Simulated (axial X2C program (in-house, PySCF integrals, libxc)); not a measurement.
**Curves of STbS(+3) from open-shell CI on f(δφ)4 f(π)0**

Calculated with an axial X2C code built on PySCF integrals: two-component X2C with atomic mean-field Coulomb and Gaunt terms, basis S dyall-v2z, Tb dyall-v2z (cores contracted in-house). Orbitals come from Hartree–Fock averaged over the configuration Tb f(δφ)4 f(π)0; CI then distributes these electrons over the f(δφ), f(π) shells of Tb.

Scan along the symmetric stretch (R is each bond); masses S 31.972 u, Tb 158.925 u, S 31.972 u. Energies in cm⁻¹ from the lowest point; levels are followed by energy order within each Ω. Lowest level at 2.977 Å: 100% f(δφ)4.

```json
{"R (Å)": "2.769", "(1)Ω=0": "1818", "(1)Ω=1": "3158", "(1)Ω=2": "7675", "(1)Ω=5": "9031", "(1)Ω=6": "10186"}
{"R (Å)": "2.873", "(1)Ω=0": "407", "(1)Ω=1": "1752", "(1)Ω=2": "6285", "(1)Ω=5": "7629", "(1)Ω=6": "8800"}
{"R (Å)": "2.977", "(1)Ω=0": "0", "(1)Ω=1": "1346", "(1)Ω=2": "5882", "(1)Ω=5": "7234", "(1)Ω=6": "8428"}
{"R (Å)": "3.096", "(1)Ω=0": "402", "(1)Ω=1": "1749", "(1)Ω=2": "6290", "(1)Ω=5": "7665", "(1)Ω=6": "8871"}
{"R (Å)": "3.215", "(1)Ω=0": "1449", "(1)Ω=1": "2798", "(1)Ω=2": "7345", "(1)Ω=5": "8728", "(1)Ω=6": "9952"}
{"R (Å)": "3.349", "(1)Ω=0": "3145", "(1)Ω=1": "4494", "(1)Ω=2": "9044", "(1)Ω=5": "10443", "(1)Ω=6": "11687"}
{"R (Å)": "3.513", "(1)Ω=0": "5681", "(1)Ω=1": "7030", "(1)Ω=2": "11580", "(1)Ω=5": "13001", "(1)Ω=6": "14266"}
```

Q: Fit the curves (1)Ω=0, (1)Ω=1, (1)Ω=2, (1)Ω=5, (1)Ω=6 near their minima.

A: From the open-shell CI curves, Te from the lowest:

| level | Te (cm⁻¹) | Re (Å) | ωe (cm⁻¹) |
| --- | --- | --- | --- |
| (1)Ω=0 | 0 | 2.978 | 185.7 |
| (1)Ω=1 | 1346 | 2.978 | 185.9 |
| (1)Ω=2 | 5881 | 2.978 | 186.4 |
| (1)Ω=5 | 7236 | 2.975 | 187.5 |
| (1)Ω=6 | 8428 | 2.973 | 187.2 |

Without dynamic correlation distances can be off by several hundredths of an Å (long for ionic bonds, short for multiple bonds) and the wavenumbers are rough.

The 5 lowest curves are shown; the next is (2)Ω=0, from 12434 cm⁻¹.

There is no dynamic correlation: spin–orbit spacings and, for f shells, spacings inside one term are the most reliable numbers, splittings between terms come out too wide, and energies between configurations are not reliable, so the lowest level need not be the ground state of the molecule. At most 6 roots were kept for each Ω > 0 (twice that for Ω = 0) within 3.5 eV of the lowest, so higher up levels can be missing between those listed; levels with Ω > 0 are doubly degenerate and listed once, Ω = 0 levels singly. States that fill the shells left empty in the average are placed too high. The molecule was held linear; bending was not examined.
